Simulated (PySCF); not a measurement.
**How methods differ on the excitation energy of Pd⁺**

Pd⁺ [Kr] 4d9 (2D) → Pd⁺ [Kr] 4d8 5s1 (4F), as a difference of total energies. Calculation: PySCF 2.14, in aug-cc-pVDZ-PP with ECP28MDF (5s5p4d2f, 54 functions); a scalar-relativistic core potential. Correlated levels: valence: 4s2 4p6 frozen. The calculations carry no spin-orbit coupling.

```tsv
method	excitation energy (cm⁻¹)	error (cm⁻¹)
UHF	19037	-6726
MP2 (valence)	25959	+197
SCS-MP2 (valence)	26734	+971
CCSD (valence)	24495	-1268
CCSD(T) (valence)	24799	-964
```

Reference: 25762 cm⁻¹ (measured; NIST levels, between the centres of gravity of the two terms).

Errors of the correlated levels include the incompleteness of this basis and the frozen core.
